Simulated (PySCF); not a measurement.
## How methods differ on the excitation energy of Ir²⁺

Ir²⁺ [Xe] 4f14 5d7 (4F) → Ir²⁺ [Xe] 4f14 5d6 6s1 (6D), as a difference of total energies. Calculation: PySCF 2.14, in ANO-RCC-VTZP; scalar relativity by spin-free X2C-1e. Correlated levels: valence: [Xe] 4f14 frozen; valence and next inner shell: [Kr] 4d10 4f14 frozen. The calculations carry no spin-orbit coupling.

```
                                method  excitation energy (eV)
                                   UHF                   1.424
                                   LDA                   1.558
                                   PBE                   1.514
                                  PBE0                   1.673
                                r2SCAN                   1.466
                         MP2 (valence)                   1.861
                     SCS-MP2 (valence)                   2.358
    MP2 (valence and next inner shell)                   1.543
SCS-MP2 (valence and next inner shell)                   1.905
```

Q: How much does correlation contribute at MP2 (valence and next inner shell)?

A: 1.543 − (1.424) = 0.119 eV, measured against UHF.

A first-order spin-orbit estimate (lowest level to lowest level, LS coupling) adds 0.237 eV.

The basis was made for the ground configuration and has no added diffuse functions, so the excitation energy can come out too high.
